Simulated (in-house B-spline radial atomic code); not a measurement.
Settings and results of a run for Pm⁵⁺ (an excited or competing configuration). Level of theory: scalar-relativistic (X2C) CAM-B3LYP, spin-polarised, spherical fractional occupations, exact exchange averaged over the configuration, Fermi nucleus of rms radius 4.962 fm; calculated with a B-spline radial code for spherical atoms.

Command:
```bash
python run_scf.py task.json out
```
Settings (nuclear radius in fm, mass in u):
```
Z                61
configuration    [Kr] 4d9 4f3 5s2 5p6
hamiltonian      x2c
method           camb3lyp
spin_polarised   True
nucleus          fermi
rms_radius       4.962
atomic_mass      144.91276
speed_of_light   137.035999084
exact_exchange   averaged over the configuration
```

Output (hartree, bohr):
```
 radial grid: 68 intervals, B-splines of order 8, outer radius 25.4386 bohr

 iter        energy (Eh)    residual
    1       -9984.879098    8.71e-01
    2       -9999.846456    6.90e-01
    3      -10010.111171    1.74e-01
    4      -10010.696469    5.42e-02
    5      -10010.726541    1.72e-02
    6      -10010.733527    5.81e-03
    7      -10010.734164    4.14e-04
    8      -10010.734165    6.25e-05
    9      -10010.734165    3.24e-06
   10      -10010.734165    3.59e-07

 total energy                    -10010.73417
 kinetic                           10830.1910
 electron-nucleus                 -24345.5790
 Hartree                            3733.6240
 exact exchange                      -46.9593
 exchange-correlation               -182.0109

 orbital      occ     eigenvalue          <r>       <r^2>       <1/r>       r_max
 1s up      1.000     -1657.1441    0.0224903 0.000698068     71.8953     0.01397
 1s down    1.000     -1657.1436    0.0224902 0.000698066     71.8954     0.01397
 2s up      1.000      -272.8735    0.0983094   0.0114706     16.5357     0.08366
 2s down    1.000      -272.8493    0.0983056   0.0114697     16.5365     0.08366
 2p up      3.000      -244.3341    0.0867154  0.00919504     14.7839      0.0672
 2p down    3.000      -244.3134    0.0867105  0.00919395     14.7846     0.06719
 3s up      1.000       -62.3140     0.260043    0.077404     5.91985      0.2387
 3s down    1.000       -62.2536     0.259879   0.0772987     5.92379      0.2386
 3p up      3.000       -53.2828     0.258214    0.077379     5.42472      0.2337
 3p down    3.000       -53.2194     0.258005   0.0772424     5.42875      0.2336
 3d up      5.000       -40.7272      0.23616   0.0656398     5.10416      0.1917
 3d down    5.000       -40.6610     0.235983   0.0655266      5.1069      0.1917
 4s up      1.000       -14.9626     0.588284    0.390317     2.46124      0.5505
 4s down    1.000       -14.7716     0.588415     0.39055     2.46025      0.5502
 4p up      3.000       -11.9418     0.620053     0.43671     2.23748      0.5731
 4p down    3.000       -11.7429     0.620565    0.437537       2.235      0.5729
 4d up      5.000        -7.6041     0.671935    0.521787     1.96921      0.5969
 4d down    4.000        -7.4140     0.673658    0.524885     1.96491      0.5969
 4f up      3.000        -2.9376     0.806479    0.793015     1.53855      0.5992
 5s up      1.000        -3.9664      1.32981     1.97642     1.01442       1.229
 5s down    1.000        -3.9064      1.34169     2.01133     1.00236       1.238
 5p up      3.000        -3.0863      1.48218     2.46379    0.890879       1.353
 5p down    3.000        -3.0404      1.49737     2.51355    0.879226       1.365
```

Time taken, with all properties: 2.3 s on 1 thread of Arm Neoverse N1, on a shared host.

One-electron X2C: radii and densities carry no picture-change correction, so inner-shell <1/r> comes out high (for 1s by about 2 % at Z = 33, 5 % at 54, 10 % at 75, 30 % at 118) and <r> low.
